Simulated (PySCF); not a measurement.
BrFH₄N₂Si.

```xyz
9

N     -1.6691    -1.2192     0.7543
Si    -0.1299    -0.5025     0.6432
N      1.0678    -1.6991     0.5279
F     -0.0356     0.4747     1.9378
Br     0.2203     0.8511    -1.0825
H     -1.9663    -1.9052     0.0696
H     -2.4496    -0.6967     1.1368
H      1.0896    -2.4826     1.1714
H      1.9631    -1.5155     0.0911
```
Charge 0, spin multiplicity 1.

The structure is a stationary point at ωB97X-D3(BJ)/def2-SVP. This is a generated structure with no PubChem entry under its InChIKey; it may be hypothetical. Other conformers were not sampled.

All values below come from PBE0/pcSseg-1 run with PySCF. Non-relativistic, no solvent.

Task: Give the absolute GIAO shielding of each atom: isotropic value and principal components (ppm). (The exact figures need the calculation; the answer reports its results.)

Result: 
```json
[
 {"atom": "N1", "σ(iso)": "230.3", "σ11": "204.2", "σ22": "226.4", "σ33": "260.3", "span": "56.1"},
 {"atom": "Si2", "σ(iso)": "376.7", "σ11": "352.2", "σ22": "365.6", "σ33": "412.3", "span": "60.1"},
 {"atom": "N3", "σ(iso)": "224.5", "σ11": "190.4", "σ22": "215.0", "σ33": "268.1", "span": "77.7"},
 {"atom": "F4", "σ(iso)": "289.7", "σ11": "247.9", "σ22": "258.3", "σ33": "363.1", "span": "115.2"},
 {"atom": "Br5", "σ(iso)": "2564.5", "σ11": "2346.5", "σ22": "2385.8", "σ33": "2961.1", "span": "614.6"},
 {"atom": "H6", "σ(iso)": "30.2", "σ11": "23.5", "σ22": "26.4", "σ33": "40.8", "span": "17.3"},
 {"atom": "H7", "σ(iso)": "30.1", "σ11": "23.3", "σ22": "25.8", "σ33": "41.2", "span": "17.9"},
 {"atom": "H8", "σ(iso)": "30.0", "σ11": "22.8", "σ22": "25.0", "σ33": "42.2", "span": "19.4"},
 {"atom": "H9", "σ(iso)": "30.0", "σ11": "22.4", "σ22": "27.8", "σ33": "39.8", "span": "17.3"}
]
```
